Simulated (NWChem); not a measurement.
# CH4OSSe; SMILES S([Se]O)C

```xyz
8

Se     0.3713    -0.7815    -0.1777
O     -1.2440    -1.5260     0.3188
H     -1.1140    -1.8087     1.2478
S      0.3062     1.2741     0.5771
C     -0.6542     2.1789    -0.6973
H     -0.1609     2.1122    -1.6852
H     -0.6871     3.2375    -0.3690
H     -1.6841     1.7795    -0.7522
```
Atoms are numbered in this order, from 1.

All runs: NWChem. All runs use the structure optimised with PBE-D3(BJ)/def2-SVP.

For level KT2/def2-SVP:

```
Quantity                     Value
---------------------------  -----
highest occupied level (eV)  -5.50
orbital gap (eV)              3.63
dipole (D)                    0.71
```

Estimate the same quantities for level BHandHLYP/def2-SVP.


| Item | Result |
|---|---|
| highest occupied level (eV) | -7.79 |
| orbital gap (eV) | 8.04 |
| dipole (D) | 0.88 |
